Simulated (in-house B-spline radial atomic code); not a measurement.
A fraction x of an electron is removed from 2p in neutral oxygen, starting from [He] 2s2 2p4 and keeping the highest spin. Method: scalar-relativistic (X2C) Hartree-Fock with fractional occupations, spin-polarised, spherical fractional occupations, Fermi nucleus of rms radius 2.6991 fm. Calculated with a B-spline radial code for spherical atoms.

Caution: exact exchange at fractional occupations of open shells leaves self-interaction of up to several eV.

```json
{"x": "0", "E(x) - E(0) (eV)": "0.0000", "2p down level (eV)": "-3.236"}
{"x": "0.05", "E(x) - E(0) (eV)": "0.1696", "2p down level (eV)": "-3.548"}
{"x": "0.23", "E(x) - E(0) (eV)": "0.9124", "2p down level (eV)": "-4.717"}
{"x": "0.34", "E(x) - E(0) (eV)": "1.4722", "2p down level (eV)": "-5.464"}
{"x": "0.38", "E(x) - E(0) (eV)": "1.6963", "2p down level (eV)": "-5.742"}
{"x": "0.5", "E(x) - E(0) (eV)": "2.4360", "2p down level (eV)": "-6.591"}
{"x": "0.53", "E(x) - E(0) (eV)": "2.6370", "2p down level (eV)": "-6.808"}
{"x": "0.72", "E(x) - E(0) (eV)": "4.0631", "2p down level (eV)": "-8.214"}
{"x": "0.87", "E(x) - E(0) (eV)": "5.3812", "2p down level (eV)": "-9.366"}
{"x": "0.98", "E(x) - E(0) (eV)": "6.4590", "2p down level (eV)": "-10.234"}
{"x": "1", "E(x) - E(0) (eV)": "6.6653", "2p down level (eV)": "-"}
```

The exact functional would give a straight line between the two integer points. Deviations E(x) - E(0) - x[E(1) - E(0)], in eV: -0.164 at x = 0.05, -0.621 at x = 0.23, -0.794 at x = 0.34, -0.837 at x = 0.38, -0.897 at x = 0.5, -0.896 at x = 0.53, -0.736 at x = 0.72, -0.418 at x = 0.87, -0.073 at x = 0.98.

The curve lies below the straight line by up to 0.897 eV (at x = 0.5): with spherically averaged exact exchange in an open shell, this holds the self-interaction named above.

(1) How well does Slater's transition state (minus the level at half occupation) give the ionisation energy?

Answers

(1) It gives 6.591 eV against 6.665 eV from the two total energies; NIST lists 13.62 eV, ground level to ground level. The end point has an open shell averaged over its orbitals, so its exact exchange keeps a self-interaction and this is no true integer point.
